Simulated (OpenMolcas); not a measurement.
# Sn⁺: thermal populations, the spin-orbit constant, worked from levels

```
Program             : OpenMolcas
Basis               : ANO-R3 [8s7p5d3f2g1h]
Scalar Hamiltonian  : X2C, finite nucleus
Active space        : 1 electron in 9 orbitals (RAS2 5p; RAS3 5d 6s, at most 1 electron)
State averaging     : 2S+1 = 2 odd, 3 roots; 2S+1 = 2 even, 6 roots
Spin-orbit coupling : RASSI with atomic mean-field integrals over the reference wave functions, term energies averaged over their components
```

Methods: RASSCF; SS-RASPT2, IPEA 0.25 Eh, imaginary shift 0.1 Eh (closed shells correlated: 4d 5s). Measured levels: NIST Handbook of Basic Atomic Spectroscopic Data.

**Thermal populations.** Z = Σ (2J + 1) exp(-E/kT) with k = 0.695035 cm-1/K, over the levels below. No other level of either list lies under 46400 cm-1, which is above 7 kT at each temperature.

```tsv
Level	2J + 1	SS-RASPT2	measured
5s2 5p 2P* 1/2	2	0.0	0.0
5s2 5p 2P* 3/2	4	3770	4251
```

```
T (K)  Z, SS-RASPT2  Z, measured levels  Ground level (%), SS-RASPT2  Ground level (%), measured levels
 3000         2.656               2.521                         75.3                               79.3
 5000         3.352               3.177                         59.7                               63.0
 8000         4.030               3.862                         49.6                               51.8
```

At 8000 K, kT = 5560 cm-1, and the computed levels give Z = 2.000 + 2.030 = 4.030.

**The spin-orbit constant.** For the Hund term 2P* of p1, E(J) = (A/2) J(J+1) + constant and ζ = 2S·A = A. From J = 1/2 to J = 3/2 the energy changes by 1.5 A.

| Source | E(3/2) - E(1/2) | A | ζ |
| --- | --- | --- | --- |
| RASSCF | 3768.3 | 2512.2 | 2512 |
| SS-RASPT2 | 3768.3 | 2512.2 | 2512 |
| measured | 4251.5 | 2834.3 | 2834 |

All in cm-1. SS-RASPT2 is off by -11.4 % and RASSCF by -11.4 %. Both methods take the spin-orbit matrix elements from the reference wave functions, so the second can move ζ only through the term energies and any multistate remixing.

With one active electron the reference holds no correlation, so core polarisation is missing (holds for RASSCF). With one active electron, CASPT2 adds the correlation within the correlated inactive shells and between them and that electron, and leaves the splitting within a term as the reference gives it (holds for SS-RASPT2). Computed and measured levels are paired by configuration, term and J; levels that our copy of the source lacks, or whose pairing is in doubt (as where it misses far off the trend of its configuration), stay unpaired and out of the deviations. Levels of configurations outside the active space are missing.

* marks odd parity.
